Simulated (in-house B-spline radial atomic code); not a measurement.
The numbers below are computed, except where a source is named.
**What the choice of pseudopotential does to G0W0 on PBE0: Cd**

All numbers come from a B-spline radial code for spherical atoms, non-relativistic (model numbers for so heavy an element), configuration [Kr] 4d10 5s2, open shells at high spin. Semilocal Troullier-Martins pseudo-atoms, one channel per l, are made with PBE or LDA for several valence sets and radii, with or without a model core, and set against the all-electron atom. One channel fits only the lowest state of its l, so a second state of that l is approximate. All electrons give 5s: PBE0 -5.949 eV, G0W0 -8.536 eV. Potentials are made in the ion's own configuration unless the neutral atom is named, and a smooth local potential serves every l without a channel. Potentials that miss their own reference levels by more than 6 millihartree, or need radii over 3.5 bohr, are left out. Columns give pseudo minus all-electron, in eV; a dash marks a level in the core or of low weight.

| valence | made with | radii (bohr) | model core (bohr) | 5s PBE0 | 5s G0W0 |
| --- | --- | --- | --- | --- | --- |
| 5s | PBE | s 1.95 p 2.69 | none | -0.06 | +0.18 |
| 5s | PBE | s 3.17 p 3.40 | none | -0.08 | +0.20 |
| 5s | PBE | s 2.20 p 3.02 | 2.30 | +0.18 | +0.51 |
| 4d 5s | PBE | s 2.44 p 3.36 d 0.97 | none | -0.13 | -0.40 |
| 4d 5s | LDA | s 3.16 p 3.40 d 1.26 | none | -0.18 | -0.49 |
| 4d 5s | PBE | s 1.95 p 2.69 d 0.78 | 0.80 | -0.18 | -0.46 |
| 4p 4d 5s | PBE | s 1.95 p 0.69 d 0.78 | none | -0.19 | -0.71 |
| 4p 4d 5s | PBE | s 2.20 p 0.78 d 0.88 | none | -0.19 | -0.67 |
| 4p 4d 5s | LDA | s 2.79 p 0.99 d 1.12 | none | -0.20 | -0.76 |
| 4p 4d 5s | PBE | s 3.17 p 1.12 d 1.26 | none | -0.23 | -0.89 |
| 4p 4d 5s | PBE | s 2.44 p 0.86 d 0.97 | 0.60 | -0.21 | -0.71 |
| 4p 4d 5s | PBE | s 2.81 p 0.99 d 1.12 | 0.60 | -0.22 | -0.79 |
| 4p 4d 5s | PBE | s 3.17 p 1.12 d 1.26 | 0.60 | -0.24 | -0.89 |
| 4s 4p 4d 5s | PBE | s 0.83 p 0.86 d 0.97 | 0.58 | -0.08 | -0.08 |

Question: How does the G0W0 shift of 5s, which all sets hold, depend on the valence set?

Answer: Mean size: 4s 4p 4d 5s: 0.08 eV; 5s: 0.30 eV; 4d 5s: 0.45 eV; 4p 4d 5s: 0.77 eV. A semicore state feels strong exchange with the other subshells of its n, so the gain is largest when that whole shell is in the valence. A larger valence set can do worse when it takes only part of a shell, whose exchange with the frozen rest is then left to the functional. The means mix radii and the functional used in making the potentials.
